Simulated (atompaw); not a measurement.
# Which change was made? (C, PAW (atompaw))

| Quantity | Value |
| --- | --- |
| Element | carbon (C) |
| Generator | atompaw 4.2.0.5 |
| Type | PAW |
| Functional | PBE |
| Relativity | non-relativistic |
| Frozen core | [He] |
| Valence charge | 4 |
| Reference configuration | 2s2 2p2 |
| Partial waves | 2s (bound): rc 1.35 bohr; 2s channel at 0.85 Ry: rc 1.35 bohr; 2p (bound): rc 2.70 bohr; 2p channel at 0.9 Ry: rc 2.70 bohr; 3d channel at 0.4 Ry: rc 2.70 bohr |
| Local potential | bessel scheme, radius 1.85 bohr |
| Core correction | smooth core density matched at 1.90 bohr |
| Augmentation charge | sinc compensation charge, radius 2.15 bohr; PAW radius 2.70 bohr; waves and projectors: custom polynom vanderbiltortho |

Cutoffs, loose and tight: the cutoffs (Ry, on a coarse ladder) from which the occupation-weighted sum of valence levels, in a spherical-Bessel basis at the reference potential, stays within 10 and 1 mRy of its value at 400 Ry. They see the waves, projectors and local potential, not the compensation charge or the core.

The base gives: outcome: generated; cutoff, loose: 15 Ry; cutoff, tight: 30 Ry; bound ghosts: none.

(1) After one change the result is: outcome: generated; cutoff, loose: 8 Ry; cutoff, tight: 18 Ry; bound ghosts: none. Which change was it?
A. reference 2s2 2p1; added wave 3d channel at 1.85 Ry: rc 2.70 bohr
B. waves 2s (bound); 2s channel at 0.85 Ry; 2p (bound); 2p channel at 0.9 Ry; 3d channel at 0.4 Ry; augmentation sinc compensation charge, radius 2.15 bohr; PAW radius 2.70 bohr; waves and projectors: bloechl
C. all radii scaled by about 1.15 (s 1.54, p 3.10, d 3.10 bohr); local potential bessel scheme, radius 2.12 bohr; augmentation sinc compensation charge, radius 2.46 bohr; PAW radius 3.10 bohr; waves and projectors: custom polynom vanderbiltortho; core correction smooth core density matched at 2.18 bohr

Results:

(1) C. The others give: reference 2s2 2p1; added wave 3d channel at 1.85 Ry: rc 2.70 bohr → outcome: generated; cutoff, loose: 18 Ry; cutoff, tight: 30 Ry; bound ghosts: none | waves 2s (bound); 2s channel at 0.85 Ry; 2p (bound); 2p channel at 0.9 Ry; 3d channel at 0.4 Ry; augmentation sinc compensation charge, radius 2.15 bohr; PAW radius 2.70 bohr; waves and projectors: bloechl → outcome: generated; cutoff, loose: 12 Ry; cutoff, tight: 15 Ry; bound ghosts: none.
